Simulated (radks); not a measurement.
Task: These are the eigenvalues of the occupied orbitals of an atom or ion with whole-number occupations (hartree). All-electron calculation, Dirac Kohn-Sham, PBE, spin-unpolarised, spherical densities, point nucleus. Program: a radial shooting solver on a logarithmic mesh with Libxc functionals.

1s1/2: -2042.911
2s1/2: -346.1536
2p1/2: -329.7095
2p3/2: -298.2110
3s1/2: -81.60802
3p1/2: -74.41874
3p3/2: -67.83784
3d3/2: -55.52447
3d5/2: -54.08650
4s1/2: -20.50451
4p1/2: -17.64523
4p3/2: -16.15815
4d3/2: -11.44318
4d5/2: -11.17015
5s1/2: -6.68497
5p1/2: -5.76892
5p3/2: -5.48075
4f5/2: -5.44132
4f7/2: -5.39714

Which element is it, and in what charge state? The configuration may be excited. Open shells, if any, are shared by 2j + 1.

Result: Z = 67, holmium, charge +9: Ho9+ in [Kr] 4d10 4f9 5s2 5p1. The list shows which subshells hold electrons but not how many an open one holds; the 1s level, -2042.9 hartree, gives Z - s = 63.9 by -(Z - s)^2/2, which with screening and relativity narrows Z to a few neighbours, and the depths of the outer levels then fix element, charge and occupations together.
